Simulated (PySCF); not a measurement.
C4H13PSi2.
SMILES with atom numbers: `[CH3:1][CH2:2][Si@@H:3]1[CH2:4][CH2:5][SiH2:6][PH:7]1` (hydrogens: H8, H9, H10 on C1; H11, H12 on C2; H13 on Si3; H14, H15 on C4; H16, H17 on C5; H18, H19 on Si6; H20 on P7)

Cartesian coordinates in Å at the PBE0-D3(BJ)/def2-SVP level; atoms count from 1:
```xyz
20
C4H13PSi2 angstrom
C      3.1788    0.5662    0.2269
C      2.1465   -0.4652    0.6747
Si     0.5208   -0.3810   -0.2743
C     -0.3137    1.3205   -0.1044
C     -1.8240    1.2197   -0.3511
Si    -2.5082   -0.1805    0.7284
P     -1.0031   -1.8727    0.5528
H      3.4200    0.4605   -0.8431
H      2.8182    1.5962    0.3786
H      4.1231    0.4671    0.7855
H      2.5447   -1.4890    0.5718
H      1.9116   -0.3441    1.7471
H      0.7632   -0.6980   -1.7199
H     -0.1200    1.6707    0.9266
H      0.1672    2.0558   -0.7723
H     -2.3442    2.1722   -0.1521
H     -2.0295    0.9628   -1.4055
H     -3.8790   -0.6286    0.3341
H     -2.5421    0.2604    2.1589
H     -1.4722   -2.2505   -0.7442
```

Computed, not measured: TDDFT CAM-B3LYP/def2-SVPD, vertical, gas phase, core orbitals frozen in the response in PySCF 2.14.0, density-fitted response routines.

Kohn–Sham orbitals with the atoms that hold most of them (Löwdin shares over 4%, at most four atoms; ? is withheld):

```
orbital  ε (eV)                             atoms
 HOMO-3   -9.91  Si3 19%, H13 15%, C2 15%, P7 11%
 HOMO-2   -9.49   C4 22%, C5 17%, Si3 15%, C2 11%
 HOMO-1   -9.17                                 ?
   HOMO   -8.33   P7 62%, Si3 10%, Si6 8%, H20 6%
   LUMO    0.76                                 ?
 LUMO+1    1.15  Si6 17%, P7 16%, Si3 14%, H19 6%
 LUMO+2    1.40  C1 13%, P7 13%, H20 10%, Si6 10%
```

Task: Give the leading atoms of the LUMO.

Result: Si6 (bonded to C, P and 2 H) 18%; P7 (bonded to 2 Si and H) 17%; Si3 (bonded to 2 C, P and H) 15%; H20 (bonded to P) 8%. By element: silicon 34%, phosphorus 17%, hydrogen 8% or more.

Task: Give the leading atoms of the HOMO-1.

Result: P7 (bonded to 2 Si and H) 37%; Si3 (bonded to 2 C, P and H) 16%; Si6 (bonded to C, P and 2 H) 16%; C2 (bonded to C, Si and 2 H) 9%. By element: phosphorus 37%, silicon 32%, carbon 9% or more.

Task: How does S1 compare with the orbital gap of 9.09 eV?

Result: S1 is at 5.78 eV (f = 0.0046), 3.31 eV below the gap, made of HOMO→LUMO (82%). 

Task: Give energy, strength and leading configuration of S1 and S6, and follow the Löwdin shares of the leading atoms from the occupied to the empty orbital.

Result: 
- S1 (5.78 eV, f 0.0046), HOMO→LUMO (82%): P7 62% → 17%, Si3 10% → 15%, Si6 8% → 18%
- S6 (7.29 eV, f 0.020), HOMO-2→LUMO (80%): C4 22% → at most 8%, C5 17% → at most 8%, Si6 at most 12% → 18%, P7 at most 12% → 17%

Löwdin shares depend on the basis, the more so with diffuse functions.

Time: 19 min wall (grids of density and orbitals included); peak memory 1.4 GiB. Hardware: one thread, Intel Xeon at 2.50 GHz (x86_64), no GPU, shared host with 64 logical CPUs at a one-minute load of 60.

One conformer stands for the species.
